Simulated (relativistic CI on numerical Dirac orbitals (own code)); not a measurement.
## Tl⁹⁺: sensitivity of the levels to the model

Base calculation: Dirac-Coulomb-Breit CI, KLI orbitals optimised for each configuration, model QED, unscaled Slater integrals.

CI space (outside the closed core [Kr] 4d10 4f14 5s2): 5p⁶5d⁴, 5p⁶5d³6s, 5p⁶5d³5f, 5p⁵5d⁵, 5p⁶5d³6p, 5p⁶5d³5g, 5p⁶5d²6s6p, 5p⁶5d²5f6s, 5p⁶5d³6d, 5p⁶5d³7p, 5p⁶5d³6f, 5p⁶5d²6s², 5p⁶5d5f6s², 5p⁶5d6s²6p, 5p⁶5d5g6s², 5p⁶5d6s²6d, 5p⁶5d²6p², 5p⁶5d6s6p², 5p⁶5d5f6p², 5p⁶5d6p³, 5p⁶5d5g6p², 5p⁶5d6p²6d. Double excitations out of closed p, d and f shells are left out; levels of such configurations are missing from the list, as are those of other unlisted configurations, and high levels can miss mixing partners.

The lowest level and the first level of each name with at least 55 % of one term (blank where a level has no safe partner in the second run):

| Level | Base (cm⁻¹) | Shift (cm⁻¹) |
| --- | --- | --- |
| 5p⁶5d⁴ ⁵D0 | 0 | 0 |
| 5p⁶5d⁴ ⁵D1 | 13210 | -13210 |
| 5p⁶5d⁴ ⁵D2 | 22538 | -22538 |
| 5p⁶5d⁴ ⁵D3 | 28397 | -28397 |
| 5p⁶5d⁴ ³G3 | 49412 |  |
| 5p⁶5d⁴ ³H5 | 53284 | -28620 |
| 5p⁶5d⁴ ³P1 | 54690 | -26784 |
| 5p⁶5d⁴ ³H6 | 57348 | -32685 |
| 5p⁶5d⁴ ³G4 | 62443 |  |
| 5p⁶5d⁴ ³G5 | 80121 | -49590 |
| 5p⁶5d⁴ ³D1 | 81852 | -43103 |
| 5p⁶5d⁴ ¹I6 | 82548 | -45518 |
| 5p⁶5d⁴ ¹S0 | 92254 | -46218 |
| 5p⁶5d⁴ ³P0 | 117029 |  |
| 5p⁶5d³6s ⁵F1 | 282134 | +81995 |
| 5p⁶5d³6s ⁵F2 | 287188 | +76941 |
| 5p⁶5d³6s ⁵F3 | 299631 | +64498 |
| 5p⁶5d³6s ⁵F4 | 308668 | +55461 |
| 5p⁶5d³6s ⁵P1 | 312990 | +68631 |
| 5p⁶5d³6s ³P0 | 326187 | +67056 |
| 5p⁶5d³6s ⁵P3 | 330207 | +51415 |
| 5p⁶5d³6s ³P2 | 346574 |  |

At this charge energies of transitions that change n are usually good to better than 1 %, and those within a shell (Δn = 0) to a few per cent. Terms inside the open d or f shell come out 10 to 20 % too wide with unscaled integrals. Levels and lines within the n = 5 or 6 shells can be off by up to 10 % or somewhat more, and those that change n by about 2 %, since core polarisation is missing.

Question: One thing was changed in a second run, which moved the levels as shown. Which?
A. configuration mixing switched off
B. Breit term removed
C. non-relativistic limit
D. QED terms removed

Answer: C. Non-relativistic limit. Without relativity the fine structure collapses and s electrons lose their extra binding.

LS names give the leading component of a level, which can be under half, so a name can repeat, a term be missing and a line seem to break the LS rules.
